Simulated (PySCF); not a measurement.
C4H4S2, SMILES S1C(SC=C1)=C. Geometry optimised at TPSSh-D3(BJ)/def2-SVP.

Level of theory: TPSSh-D3(BJ)/def2-SVP in PySCF.

Harmonic wavenumbers (cm⁻¹): 83, 318, 416, 432, 471, 576, 629, 630, 644, 754, 766, 790, 812, 869, 1093, 1100, 1277, 1403, 1598, 1637, 3163, 3221, 3241, 3265. Rotational constants (GHz): 3.211, 3.090, 1.575; symmetry number 2.

Work out the zero-point energy and the ideal-gas rigid-rotor harmonic-oscillator thermochemistry at 298.15 K and 1 atm.

ZPE = ½ Σ hcν = ½ × 29188 cm⁻¹ = 174.58 kJ/mol. H − E(el) = 192.53 kJ/mol. Entropy in J/(mol K): translation 168.05, rotation 108.97, vibration 44.14, total 321.16. G − E(el) = 96.78 kJ/mol. Cp = 99.88 J/(mol K). Modes under 150 cm⁻¹ make the vibrational entropy uncertain.
